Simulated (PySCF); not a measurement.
F5W (SMILES [F][W]([F])([F])([F])[F]), doublet, geometry from GFN2-xTB (such geometries of metal compounds can be far from the true shape) (the multiplicity is a formal guess) (core potentials on W). Base run: DF-R2SCAN/def2-SV(P) (PySCF).

Input for PySCF:
```python
from pyscf import gto, scf, dft

mol = gto.M(
    atom='''
W    -0.03015022   -0.02981885    0.01237638
F     0.90857097   -0.74373532    1.42824375
F    -1.31134382    0.35444955   -1.25364538
F     0.81683798    1.56556843    0.60506009
F     1.13261752    0.28813043   -1.45668027
F    -1.29878090   -1.21923586    0.57526044
''',
    basis='def2-sv(p)',
    ecp={'W': 'def2-sv(p)'},
    spin=1,
    verbose=4,
)

mf = dft.UKS(mol)
mf.xc = 'r2scan'
mf = mf.density_fit(auxbasis='def2-universal-jkfit')
mf.kernel()
```

The base run was repeated with changes; each row names its change, and settings that it needs were set with it.

| change | basis functions | E (Eh) | HOMO (eV) | dipole (D) | core-seconds (rough) |
|---|---|---|---|---|---|
| base | 95 | -565.91262 | -7.33 | 0.99 | 20 |
| basis = LANL2DZ | 67 | -567.10681 | -7.89 | 0.92 | 10 |
| basis = def2-SVP | ? | ? | -7.13 | ? | 20 |
| basis = def2-SVPD | ? | ? | ? | 1.01 | 40 |
| basis = def2-TZVP | 195 | -566.60095 | -7.13 | 1.04 | 40 |
| basis = def2-TZVPP | 211 | -566.61163 | -7.09 | 1.01 | 50 |
| basis = def2-TZVPD | 243 | -566.60671 | -7.10 | 1.01 | 60 |

**Question.** Complete the blanks.

**Answer.** 
- basis = def2-SVP, basis functions: 102
- basis = def2-SVP, E (Eh): -565.95763
- basis = def2-SVP, dipole (D): 1.02
- basis = def2-SVPD, basis functions: 150
- basis = def2-SVPD, E (Eh): -565.99222
- basis = def2-SVPD, HOMO (eV): -7.27

Totals compare only among sets that treat the same electrons; sets with core potentials leave the core out.

Open shells are given as the SCF converged; they aren't shown to be the lowest states, and a large step between rows can be another state.
